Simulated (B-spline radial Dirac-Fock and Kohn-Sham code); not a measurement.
# Photoionisation of iodine ions at Mg Kα (1253.6 eV)

Method: Dirac-Hartree-Slater photoionisation with all multipoles and Dirac-Fock thresholds. Computed with a radial atomic solver. Cross sections in kb; a dash marks an empty subshell or a threshold above the photon energy.

```tsv
ion	configuration	total	3d3/2	4d3/2	5s	5p1/2	5p3/2
I³⁺	[Kr] 4d10 5s2 5p2	1247	296	35.4	3.09	1.00	2.02
I⁴⁺	[Kr] 4d10 5s2 5p1	1248	296	35.6	3.30	0.564	1.15
I⁵⁺	[Kr] 4d10 5s2	1246	296	35.9	3.46	–	–
```
